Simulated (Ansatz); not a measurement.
`CC[SiH2]C` + `[BH2][AlH][OH]` → `[BH2][AlH][O][SiH2]C` + `CC`  (ligand exchange at the Si–C bond)

Program: Ansatz. Geometries: PBE0-D4/def2-TZVP. ΔE: electronic, gas phase. CBS: MP2 limit from def2 TZ/QZ plus the TZ coupled-cluster correction, frozen cores. This one scheme is used for every species. One conformer a species, not always the lowest.

`CC[SiH2]C`:

Cartesian coordinates in Å:
```
C 1.689 0.274 0.610
C 0.319 0.933 0.743
Si -1.114 -0.197 0.302
C -1.005 -0.800 -1.468
H 1.883 -0.045 -0.417
H 2.495 0.955 0.896
H 1.768 -0.612 1.246
H 0.262 1.824 0.108
H 0.166 1.287 1.769
H -1.112 -1.371 1.223
H -2.401 0.532 0.501
H -1.010 0.040 -2.167
H -1.852 -1.446 -1.712
H -0.090 -1.374 -1.633
```

`[BH2][AlH][OH]`:

Z-matrix (Å, degrees):
```
B
Al 1 2.121
H 1 1.199 2 122.7
H 1 1.199 2 122.7 3 -178.8
O 2 1.703 1 116.4 3 -90.7
H 2 1.595 1 125.1 3 89.3
H 5 0.956 2 123.0 1 179.9
```

`[BH2][AlH][O][SiH2]C`:

```xyz
13

B    -1.257    0.363    3.121
Al   -0.449   -0.963    1.674
O     0.248   -0.304    0.285
Si    0.870    0.560   -0.944
C     0.403   -0.186   -2.585
H    -0.613    0.799    4.034
H    -2.398    0.735    3.097
H    -0.450   -2.548    1.788
H     0.369    1.963   -0.874
H     2.354    0.596   -0.810
H     0.833    0.396   -3.404
H    -0.682   -0.201   -2.715
H     0.771   -1.212   -2.667
```

`CC`:

```xyz
8

C    -0.587    0.011   -0.482
C     0.587   -0.011    0.482
H    -1.538    0.090    0.050
H    -0.523    0.857   -1.169
H    -0.624   -0.900   -1.085
H     1.538   -0.091   -0.050
H     0.523   -0.857    1.170
H     0.624    0.900    1.085
```

```tsv
level	ΔE (kcal/mol)
MP2/def2-TZVPP	-29.7
HF/def2-QZVPP	-36.5
```

(1) What does CCSD(T)/CBS give? (An estimate is asked.)

Largest T1 diagnostic among the species: 0.012.

## Answers

(1) Ansatz gave: -29.5 kcal/mol. The listed levels differ from it by -0.2, -7.0 kcal/mol.

From PBE to PBE0 (25 % exact exchange), in def2-TZVPP and without D4, ΔE moves by −1.4 kcal/mol. The D4 term adds +0.8 kcal/mol with B3LYP and +0.4 kcal/mol with PBE0; it sums over pairs of atoms, weighted by their polarisabilities, and B3LYP, whose exchange is more repulsive, gets the larger term.

B3LYP here is the variant with VWN-RPA as its local correlation; programs differ in this.
